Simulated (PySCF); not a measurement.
## Electron correlation in Li (lithium, neutral)

[He] 2s1, 2S determinant. Calculation: PySCF 2.14, in def2-TZVPPD (5s4p1d, 22 functions); the non-relativistic Hamiltonian (point nucleus). Frozen: nothing; 3 electrons correlated.

MP2 pair energies summed by pair of shells (mhartree):

| pair | energy | share (%) |
| --- | --- | --- |
| 1s-1s | -29.44 | 95.1 |
| 1s-2s | -1.51 | 4.9 |

Total MP2 correlation energy: -30.95 mhartree.

Same-spin part -0.36 and opposite-spin part -30.58 mhartree; SCS-MP2 scales them by 1/3 and 6/5 to -36.82 mhartree.

This basis was not built for core-valence correlation, so the inner-shell part is incomplete.
